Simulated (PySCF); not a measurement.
Zn(I)(SeH) (HISeZn), SMILES [I][Zn][SeH]. Atoms are numbered in the order given.

```xyz
4

Zn    -0.0130    -0.4137     0.0000
I      0.0036     2.0091     0.0000
Se    -0.0365    -2.6874     0.0000
H      1.4373    -2.7013     0.0000
```

Coordinates come from a r2SCAN-D4/def2-SVP optimisation. The structure was generated by enumeration; whether it is a known compound was not checked. The def2 effective core potentials stand for the cores of I; spin–orbit coupling is left out. One conformer was computed; it need not be the lowest.

Calculation: PBE/def2-TZVPD run with PySCF.

Symmetry labels are those of the subgroup Cs that the program uses (full group Cs).

Computed valence orbital energies around the gap with their symmetry:
```tsv
orbital	symmetry	energy (eV)
HOMO−7	A"	-12.64
HOMO−6	A'	-12.64
HOMO−5	A'	-9.78
HOMO−4	A'	-8.92
HOMO−3	A'	-7.60
HOMO−2	A"	-6.80
HOMO−1	A'	-6.76
HOMO	A"	-6.19
LUMO	A'	-2.37
LUMO+1	A'	-1.68
LUMO+2	A"	-1.22
LUMO+3	A'	-0.90
```
